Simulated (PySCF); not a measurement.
B(CCH)(Cl)(Me) (C3H4BCl), SMILES ClB(C#C)C. Atoms are numbered in the order given.

```xyz
9

B      0.2446    -0.1485     0.2073
C     -1.0494    -0.9004    -0.0826
C     -2.0752    -1.5207    -0.2981
H     -2.9843    -2.0616    -0.4933
Cl     0.4151     1.4641    -0.4860
C      1.3988    -0.7753     1.0488
H      2.1662    -0.0517     1.3540
H      1.8850    -1.5480     0.4247
H      1.0083    -1.3069     1.9307
```

Geometry optimised at PBE0-D3(BJ)/def2-SVP. The structure was generated by enumeration, and PubChem lists no compound with its InChIKey, so it may never have been made.

Level of theory: PySCF with PBE0/pcSseg-1.

GIAO shieldings, no solvent; atoms alike by connectivity are averaged. δ = σ(ref) − σ: ¹¹B against BF3 (σ = 88.8 ppm); ¹³C against TMS (σ = 186.3 ppm); ¹H against TMS (σ = 31.56 ppm); ³⁵Cl against HCl (σ = 945.9 ppm), references at their B3LYP-D3(BJ)/def2-TZVP geometries, non-relativistic (without spin–orbit terms, shifts of atoms bonded to Cl or Br come out too high).

| nucleus | atoms | count | δ (ppm) |
|---|---|---|---|
| ¹¹B | B1 | 1 | 48.2 |
| ¹³C | C3 | 1 | 118.9 |
| ¹³C | C2 | 1 | 94.7 |
| ¹³C | C6 | 1 | 19.3 |
| ¹H | H4 | 1 | 4.18 |
| ¹H | H7, H8, H9 | 3 | 1.46 |
| ³⁵Cl | Cl5 | 1 | 308.7 |
